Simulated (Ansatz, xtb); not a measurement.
**A geometry optimisation of C2H8MgSi with r2SCAN-D4/def2-SVP**

The starting geometry of this gas-phase singlet was built from a drawn formula by distance geometry and a force field; its bonds are those of `C[SiH2][CH2][MgH]`.

```xyz
12

C    -0.5936    1.6656    0.1658
C     0.8449   -0.8807    1.1300
Mg    2.5596   -0.3567   -0.1216
Si   -0.7213   -0.2434    0.3147
H    -1.4987    2.0376   -0.3212
H     0.2554    1.8541   -0.4650
H    -0.4906    2.0512    1.1125
H    -0.8878   -0.8167   -0.9816
H    -1.9102   -0.5576    1.1715
H     0.7661   -1.9907    1.2075
H     0.9126   -0.4482    2.1559
H     3.9210    0.0418   -1.1612
```

Predict what it relaxes into with r2SCAN-D4/def2-SVP.

It keeps its bonds, and is `C[SiH2][CH2][MgH]`.

The energy falls by 0.30 eV over 7 steps:

```
step  E − E(last) (eV)
   1             0.303
   2             0.035
   3             0.004
   4             0.001
   5             0.000
   6             0.000
   7             0.000
```

Final geometry (Å):

```xyz
12

C    -0.6557    1.6500    0.1478
C     0.8898   -0.8739    1.0478
Mg    2.6021   -0.4315   -0.0843
Si   -0.7112   -0.2279    0.3478
H    -1.6114    2.0433   -0.2340
H     0.1330    1.9675   -0.5561
H    -0.4575    2.1419    1.1147
H    -0.9549   -0.8369   -1.0060
H    -1.9186   -0.5588    1.1810
H     0.8192   -1.9739    1.1610
H     1.0176   -0.4699    2.0723
H     4.0052   -0.0737   -0.9849
```

From the same start GFN2-xTB reaches the same bonding as this run.

The end wasn't checked by frequencies. Run with Ansatz 0.2.0, 20 s on 2 threads of Arm Neoverse V1, on a shared host.
